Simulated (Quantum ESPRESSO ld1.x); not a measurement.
Values are calculated unless marked as measured or tabulated.
Ne, configuration [Ne]. Code: ld1.x of Quantum ESPRESSO 7.5. Model: Dirac Kohn-Sham, PBEsol, spin-unpolarised, spherical densities, point nucleus.

Unscreened Slater integrals over Kohn-Sham orbitals (cm^-1). Large and small components are both included.

| integral | value |
|---|---|
| F0(2p3/2,2p3/2) | 210430 |
| F2(2p3/2,2p3/2) | 91995 |
| F0(2p3/2,2p1/2) | 210750 |
| G2(2p3/2,2p1/2) | 92096 |
| F0(2p3/2,2s1/2) | 215770 |
| G1(2p3/2,2s1/2) | 129200 |
| F0(2p3/2,1s1/2) | 310700 |
| G1(2p3/2,1s1/2) | 33243 |
| F0(2p1/2,2p1/2) | 211070 |
| F0(2p1/2,2s1/2) | 216090 |
| G1(2p1/2,2s1/2) | 129350 |
| F0(2p1/2,1s1/2) | 311660 |
| G1(2p1/2,1s1/2) | 33436 |
| F0(2s1/2,2s1/2) | 222860 |
| F0(2s1/2,1s1/2) | 319050 |
| G0(2s1/2,1s1/2) | 23024 |
| F0(1s1/2,1s1/2) | 1307000 |
